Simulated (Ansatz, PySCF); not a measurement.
Al(Cl)(Br)(OMe) (CH3AlBrClO), SMILES C[O][Al]([Cl])[Br]. Atoms are numbered in the order given.

```xyz
8

Al    -0.2154    -0.5501    -0.0208
Cl    -0.5244    -1.5247     1.7994
Br     0.6555     1.5191    -0.0699
O     -0.6371    -1.3558    -1.4345
C     -0.6349    -1.1626    -2.8267
H     -0.0150    -1.9369    -3.3088
H     -1.6626    -1.2542    -3.2162
H     -0.2402    -0.1714    -3.1123
```

The structure is a stationary point at TPSSh-D3(BJ)/def2-SVP. The structure was generated by enumeration; whether it is a known compound was not checked. The values are those of a single conformer.

Two levels are set side by side: PBE-D3(BJ)/def2-SVP (Ansatz, an electronic-structure program) and TPSSh-D3(BJ)/def2-SVP (PySCF). Each level has its own optimised geometry; the coordinates shown are those of the second. Frequencies come from the Hessian of PySCF at each geometry. Differences are taken from unrounded values.

| quantity | TPSSh-D3(BJ) |
|---|---|
| mean bond length (Å) | 1.533 |
| bond Al1–Cl2 (Å) | 2.088 |
| bond Al1–Br3 (Å) | 2.246 |
| bond Al1–O4 (Å) | 1.681 |
| bond O4–C5 (Å) | 1.406 |
| bond C5–H6 (Å) | 1.103 |
| bond C5–H7 (Å) | 1.103 |
| bond C5–H8 (Å) | 1.104 |
| highest harmonic wavenumber (cm⁻¹) | 3095 |
| mean harmonic wavenumber (cm⁻¹) | 1098 |
| zero-point energy (kcal/mol) | 28.25 |

Question: What does PBE-D3(BJ) give, and how far is it from TPSSh-D3(BJ)? (Estimate from the structure and the level; the computed values follow.)

Answer: 
| quantity | PBE-D3(BJ) | PBE-D3(BJ) minus TPSSh-D3(BJ) |
|---|---|---|
| mean bond length (Å) | 1.541 | 0.009 |
| bond Al1–Cl2 (Å) | 2.094 | 0.006 |
| bond Al1–Br3 (Å) | 2.254 | 0.009 |
| bond Al1–O4 (Å) | 1.696 | 0.015 |
| bond O4–C5 (Å) | 1.407 | 0.002 |
| bond C5–H6 (Å) | 1.112 | 0.009 |
| bond C5–H7 (Å) | 1.112 | 0.009 |
| bond C5–H8 (Å) | 1.114 | 0.010 |
| highest harmonic wavenumber (cm⁻¹) | 3015 | -79 |
| mean harmonic wavenumber (cm⁻¹) | 1065 | -33 |
| zero-point energy (kcal/mol) | 27.41 | -0.84 |

GGA bonds tend to be longer and softer than those of functionals with exact exchange. Differences between two approximate levels are no errors against the true value.
